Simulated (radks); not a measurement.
Results of a calculation; reference values are marked as such.
Task: Spherical quantum dot in the effective-mass picture: electrons in a parabolic well V = omega^2 r^2 / 2 with omega = 0.812, with a point charge +1 (a donor) at the centre, all in effective atomic units (hartree* = m*/eps^2 hartree, bohr* = eps/m* bohr), one dielectric constant everywhere. Level of theory: non-relativistic Kohn-Sham, LDA (Slater exchange, Perdew-Wang correlation), spin-polarised, spherical densities (a radial shooting solver with Libxc functionals). Levels are named by radial order and angular momentum (1s, 1p, 1d, 2s, ...), and open shells are averaged over m. Results are scaled to m* = 0.322 and eps = 6.8, for which hartree* = 189.5 meV and bohr* = 1.118 nm. At N = 8 the configuration is 1s2 1p6. Does electron 9 go into 1d up or 2s up?

Result: Into 2s up. The total energies of the other choices lie higher by 28.4 meV (1d up).
